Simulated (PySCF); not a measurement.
## Calculated data, BFH4NSi

All values are calculated (PySCF 2.14.0). Calculation on a computer-drawn molecule: the log of a Hartree-Fock and frozen-core CCSD(T) single point meant for a local Hartree-Fock minimum, with one planted fault or none, to be diagnosed. Offsets are logged minus clean, where the clean run is the same molecule without the fault. The reference is restricted for singlets and unrestricted otherwise, and also for a bond in bohr or an excited solution. Adding or removing an electron swaps singlet and doublet. The excited solution moves the top pair (singlet) or top alpha electron (doublet) to the lowest empty orbital. Highest occupied and lowest empty are orbital energies over both spins, largest force is the largest gradient component, triples share is (T) over the correlation energy, the T1 limit is 0.02 restricted and 0.045 unrestricted, electrons count all cores, a negative frequency is imaginary (commonest isotopes), and the dipole is about the centre of nuclear charge.

## BFH4NSi

Logged structure:
```xyz
8
BFH4NSi
B      0.5915     0.1938    -0.2607
N      0.8454     1.4837    -0.9130
Si     1.3176     1.5877    -2.4725
F      1.5677     2.9959    -3.0815
H      0.2532     0.1930     0.8743
H      0.7443    -0.7856    -0.9239
H      0.7199     2.3213    -0.3632
H      1.5231     0.4501    -3.3436
```

* meant charge: 1
* meant multiplicity: 1
* meant basis: cc-pV(D+d)Z
* logged electrons: 38
* logged basis functions: 85
* logged SCF converged: yes
* logged spin squared: 0
* logged highest occupied: -18.512 eV
* logged lowest empty: -4.3845 eV
* logged largest force: 3.69e-05 hartree/bohr
* logged lowest frequency: 140.04 cm⁻¹
* logged T1 diagnostic: 0.013987
* logged D1 diagnostic: 0.045841
* logged triples share: 0.023389
* logged CC converged: yes
* logged dipole magnitude: 1.648 debye
* logged SCF stable within its kind: yes
* logged energy HF: -469.66905 hartree
* logged energy CCSD(T): -470.2282 hartree
* possible faults: no fault, one electron removed, one electron added, multiplicity raised by two, geometry at a saddle point, SCF held on an excited solution, minimal basis STO-3G, one bond length entered in bohr, all coordinates scaled
* planted fault: no fault
* HF energy offset from clean run: 0 kcal/mol
* CCSD(T) energy offset from clean run: 0 kcal/mol

Drawn bonds:
| atom | other atom | order |
| --- | --- | --- |
| 1 | 2 | 1 |
| 2 | 3 | 1 |
| 3 | 4 | 1 |
| 1 | 5 | 1 |
| 1 | 6 | 1 |
| 2 | 7 | 1 |
| 3 | 8 | 1 |
